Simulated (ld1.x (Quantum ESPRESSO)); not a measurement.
# Which change was made? (Mo, TM)

Mo (Z = 42), norm-conserving Troullier–Martins (Kleinman–Bylander form), made with ld1.x (Quantum ESPRESSO) 7.5 (PBE, fully relativistic). Core [Kr], reference 4d5 5s1 5p0. Waves: 5s (bound): rc 3.15 bohr; 4d (bound): rc 2.40 bohr; 5p (bound, empty): rc 3.30 bohr. Local part: the p channel. Core correction: none.

Open shells are filled in proportion to 2j + 1 (rel_dist='average').

Cutoffs, loose and tight: the cutoffs (Ry, on a coarse ladder) from which the occupation-weighted sum of valence levels, in a spherical-Bessel basis at the reference potential, stays within 10 and 1 mRy of its value at 400 Ry. They do not see the model core or the augmentation charge, which bear on the density cutoff. Test errors are all-electron minus pseudo excitation energies from the reference, over the configurations 4d5 5s0 5p0; 4d4 5s0 5p0; 4d3 5s0 5p0; 4d5 5s0 5p1; 4d5.5 5s0.5 5p0; 4d4 5s1 5p0; 4d4 5s2 5p0; variants that change the core or the reference have their own tests.

The base gives: outcome: generated; cutoff, loose: 35 Ry; cutoff, tight: 40 Ry; bound ghosts: none; largest test error (meV): -347.

Task: After one change the result is: outcome: generated; cutoff, loose: 30 Ry; cutoff, tight: 35 Ry; bound ghosts: none; largest test error (meV): -316. Which change was it?
A. wave 4d (bound): rc 2.40 bohr becomes 4d (bound): rc 2.60 bohr
B. wave 4d (bound): rc 2.40 bohr becomes 4d (bound): rc 3.66 bohr
C. wave 4d (bound): rc 2.40 bohr becomes 4d (bound): rc 3.34 bohr
D. wave 4d (bound): rc 2.40 bohr becomes 4d (bound): rc 3.04 bohr
E. wave 4d (bound): rc 2.40 bohr becomes 4d (bound): rc 1.56 bohr

Result: A. The others give: wave 4d (bound): rc 2.40 bohr becomes 4d (bound): rc 3.04 bohr → outcome: generated; cutoff, loose: 25 Ry; cutoff, tight: 30 Ry; bound ghosts: none; largest test error (meV): -201 | wave 4d (bound): rc 2.40 bohr becomes 4d (bound): rc 3.34 bohr → outcome: generated; cutoff, loose: 21 Ry; cutoff, tight: 25 Ry; bound ghosts: none; largest test error (meV): -60 | wave 4d (bound): rc 2.40 bohr becomes 4d (bound): rc 3.66 bohr → outcome: generated; cutoff, loose: 18 Ry; cutoff, tight: 25 Ry; bound ghosts: none; largest test error (meV): +95 | wave 4d (bound): rc 2.40 bohr becomes 4d (bound): rc 1.56 bohr → outcome: generated; cutoff, loose: 45 Ry; cutoff, tight: 50 Ry; bound ghosts: none; largest test error (meV): -392.
